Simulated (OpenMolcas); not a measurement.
# Rh5+: effect of the basis set

```yaml
Program: OpenMolcas 26.06
Method: "SS-CASPT2, IPEA 0.25 Eh, imaginary shift 0.1 Eh (closed shells correlated: 4s 4p)"
Active_space: 4 electrons in 5 orbitals (4d)
State_averaging: 2S+1 = 5 even, 5 roots; 2S+1 = 3 even, 45 roots; 2S+1 = 1 even, 50 roots
Spin-orbit_coupling: state interaction with AMFI integrals over the reference wave functions, term energies averaged over their components
```

A. ANO-R1 [6s4p3d1f], X2C, finite nucleus; CASPT2 step roughly 17 core-seconds
B. ANO-RCC-VDZP [6s5p3d1f], DKH2, point nucleus; CASPT2 step about 18 core-seconds
C. ANO-R2 [7s5p4d2f1g], X2C, finite nucleus; CASPT2 step about 13 core-seconds
D. ANO-RCC-VTZP [7s6p4d2f1g], DKH2, point nucleus; CASPT2 step of the order of 50 core-seconds
E. ANO-R3 [8s6p5d3f2g1h], X2C, finite nucleus; CASPT2 step of the order of 2.8 core-minutes
F. ANO-RCC-VQZP [8s7p5d3f2g1h], DKH2, point nucleus; CASPT2 step of the order of 40 core-seconds

Energies in cm-1 above 4d4 5D0.

```
            Level      A      B      C      D      E      F
          4d4 5D0    0.0    0.0    0.0    0.0    0.0    0.0
          4d4 5D1    738    716    674    685    669    661
          4d4 5D2   1906   1858   1755   1779   1740   1722
          4d4 5D3   3300   3230   3060   3100   3030   3000
          4d4 5D4   4840   4750   4500   4550   4450   4420
       4d4 3P0(1)  19000  19130  18550  18450  18280  18350
   4d4 3H4 [73 %]  21440  21480  20240  20150  19820  19870
       4d4 3P1(1)  22460  22530  21720  21640  21430  21480
          4d4 3H5  23250  23260  21840  21770  21400  21440
4d4 3F3(1) [55 %]  24020  24040  22890  22780  22520  22580
       4d4 3F2(1)  24460  24470  23390  23260  23030  23090
          4d4 3H6  24600  24600  23090  23030  22630  22660
4d4 3F4(1) [62 %]  25340  25320  24090  24000  23700  23750
       4d4 3P2(1)  26770  26790  25760  25700  25450  25480
   4d4 3G3 [55 %]  28090  28050  26670  26590  26280  26310
   4d4 3G4 [67 %]  28490  28460  27100  27030  26690  26730
          4d4 3G5  29820  29760  28180  28130  27760  27770
          4d4 3D3  32660  32660  31150  31050  30830  30870
          4d4 3D2  33280  33270  31730  31650  31410  31440
          4d4 3D1  33930  33910  32340  32260  32020  32050
          4d4 1I6  34910  34860  32800  32700  32180  32210
       4d4 1G4(1)  36210  36130  34880  34820  34390  34440
       4d4 1S0(1)  37890  37860  37330  37200  36900  36950
       4d4 1D2(1)  42470  42560  40320  40210  39890  39980
```

Among A to F the level of the table that moves most is 4d4 1I6, by 2700 cm-1 (lowest in E, highest in A). Moves below CASPT2's spread within the term are not significant.

CASPT2 does not keep the components of a term degenerate, so their means are used; among the terms shown or strongly mixed into the levels shown the widest spread is 280 cm-1 (4d4 1G(1), C). The basis is small and was not contracted for so high a charge (holds for A; B). Only configurations of the active space appear. The table leaves out levels that lie high or whose names do not pair safely across all columns.

A share in square brackets marks a mixed level and gives the weight of the term that names it, the lowest over the columns. A number in round brackets counts repeated terms of one configuration in the order of the reference energies.
